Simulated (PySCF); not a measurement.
# Computed properties of Si(SH)4 (H₄S₄Si), SMILES S[Si](S)(S)S

H4S4Si, SMILES S[Si](S)(S)S. The structure is a stationary point at r2SCAN-D4/def2-SVP. The values are those of a single conformer. All values are computed for the isolated molecule unless a solvent is named; none is compared with measurement here.

**Structure.** The optimised structure has S4 symmetry. All 21 harmonic modes at r2SCAN-D4/def2-SVP (PySCF) are real, so it is a minimum. With heavy atoms numbered as in [SH:1][Si:2]([SH:3])([SH:4])[SH:5], the shortest bond between them is Si2–S5 at 2.143 Å and the longest Si2–S3 at 2.143 Å.

**Vibrations.** The strongest infrared lines (harmonic, unscaled, degenerate partners summed) lie at 546 cm⁻¹ (193 km/mol, Si 52 %, S 33 %, H 16 %), 537 cm⁻¹ (91 km/mol, Si 63 %, S 37 %), 270 cm⁻¹ (74 km/mol, H 87 %, S 13 %). The softest mode is at 90 cm⁻¹ and the zero-point energy is 24.9 kcal/mol.

**Electronic structure.** CAM-B3LYP/def2-TZVP (PySCF) places the frontier levels at -8.92 and 0.52 eV, a gap of 9.44 eV, and gives a dipole moment of 0.00 D and a mean polarisability of 99.4 bohr³. PBE/def2-TZVP (PySCF) at the same geometry gives -6.40 and -1.50 eV, so its gap is 4.54 eV narrower. An orbital gap is neither the optical nor the fundamental gap.

**Excitations.** TDA-ωB97X/def2-SVPD (PySCF) has S1 at 6.04 eV (205 nm, f = 0.014, weak); the most intense of the 10 singlets computed lies at 6.83 eV (f = 0.09). Strengths of degenerate partners are summed. T1 (TDA) is at 5.65 eV, 0.39 eV under S1. TDA-PBE/def2-SVPD (PySCF) puts S1 at 5.00 eV. No vertical singlet excitation falls in the visible range (under 3.1 eV).

**NMR.** GIAO shifts at PBE0/pcSseg-1 (PySCF) (non-relativistic, atoms alike by connectivity averaged): ¹H at 2.1 ppm against TMS; ²⁹Si at 51.3 ppm against TMS.
